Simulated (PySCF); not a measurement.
Vertical excitations of a molecule C4H12Si2 from TDA-ωB97X/def2-SVPD (PySCF), as energy in eV (oscillator strength): 6.71 (0.047), 6.79 (0.039), 6.99 (0.352), 7.23 (0.021), 7.32 (0.026), 7.45 (0.011). Lowest triplet (TDA): 5.80 eV. Geometry optimised at B3LYP-D3(BJ)/def2-SVP. Other conformers were not sampled.

Q: Which structure fits?
A. CC[C@@H]1C[SiH2][SiH2]1
B. C[C@H]1C[SiH2]C[SiH2]1
C. C[SiH2][SiH]1CCC1
D. CC[SiH2]/C=C/[SiH3]

A: A, CC[C@@H]1C[SiH2][SiH2]1
